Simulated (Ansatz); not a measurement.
`[F][InH][GeH3]` → `[F][InH2]` + `[GeH2]` at 400 K and 1 bar (germylene loss).

Calculated with Ansatz (gas phase, PBE0-D4/def2-TZVP geometries, no zero-point term in ΔE). CCSD(T)/CBS adds triple-zeta CCSD(T) − MP2 to the extrapolated MP2 energy (def2 sets, frozen cores). def2 core potentials past Kr. For Ge, In outer-core shells are correlated without core-valence functions, which leaves a few kJ/mol of doubt a bond. Scalar relativity is left out up to krypton.

```json
{"species": "`[F][InH][GeH3]`", "CCSD(T)/CBS energy (Eh)": "-2368.14594", "H − E (kJ/mol)": "110.1", "S (J/(mol·K))": "393.0"}
{"species": "`[F][InH2]`", "CCSD(T)/CBS energy (Eh)": "-290.81142", "H − E (kJ/mol)": "53.0", "S (J/(mol·K))": "281.4"}
{"species": "`[GeH2]`", "CCSD(T)/CBS energy (Eh)": "-2077.24753", "H − E (kJ/mol)": "42.4", "S (J/(mol·K))": "231.0"}
```

H − E and S are ideal-gas, rigid-rotor, harmonic terms from PBE0-D4/def2-TZVP, for one conformer and one mirror image of each species. 1 Eh = 2625.50 kJ/mol, R = 8.31446 J/(mol·K).

**Question.** By hand: ΔE, ΔH, ΔS and ΔG.

**Answer.** ΔE = (-290.81142) + (-2077.24753) − (-2368.14594) = 0.08699 Eh = 228.4 kJ/mol. Δ(H − E) = 53.0 + 42.4 − 110.1 = -14.7, so ΔH = 213.7 kJ/mol. ΔS = 281.4 + 231.0 − 393.0 = 119.4 J/(mol·K). ΔG = 213.7 − 400 × (119.4)/1000 = 165.9 kJ/mol.

**Question.** By hand: the equilibrium constant, and the temperature at which ΔG would vanish if ΔH and ΔS stayed fixed.

**Answer.** log₁₀ K = −ΔG/(RT ln 10) = -21.7. ΔG = 0 at ΔH/ΔS = 1790 K.

The number of gas molecules changes by +1, which sets the sign of ΔS. A doubt of 5 kJ/mol in ΔE shifts log₁₀ K by 0.7 here. Other conformers and mirror images would add mixing entropy, several J/(mol·K) or more a flexible species. Modes under 60 cm⁻¹, often nearly free rotors, make the harmonic entropy too high. These are equilibria of isolated gas molecules and say nothing of rates. Largest T1 diagnostic: 0.016 (customary marks: 0.02 for closed shells, 0.045 for open ones).
